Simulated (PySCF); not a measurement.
**Tm⁶⁰⁺: ionisation energy**

Tm⁶⁰⁺ [He] 2s2 2p5 (2P) → Tm⁶¹⁺ [He] 2s2 2p4 (3P), as a difference of total energies. All numbers are calculated (PySCF 2.14, the non-relativistic Hamiltonian (point nucleus), in an uncontracted even-tempered set (15 s from 37 bohr⁻², ratio 2.5; 9 p from 48 bohr⁻², ratio 2.5; 5 d from 190 bohr⁻², ratio 2.7; 4 f from 280 bohr⁻², ratio 2.7)). Correlated levels: nothing frozen; virtual orbitals above 40 to 60 times the deepest correlated orbital energy dropped. The calculations carry no spin-orbit coupling.

```csv
method,ionisation energy (eV)
UHF,13524.5
LDA,13519.1
PBE,13523.1
PBE0,13524.0
r2SCAN,13528.0
r2SCAN0,13527.6
TPSSh,13523.1
MP2 (all electrons),13526.0
SCS-MP2 (all electrons),13526.0
```

Spin-orbit coupling is strong in these open shells (close to jj coupling). The scalar numbers leave it out and a first-order estimate fails, so it can dominate the gap to the real levels.

The gap to the reference is mostly relativistic.

For comparison: 13651 ± 10 eV (theoretical estimate listed by NIST; NIST Atomic Spectra Database, ionization energies).
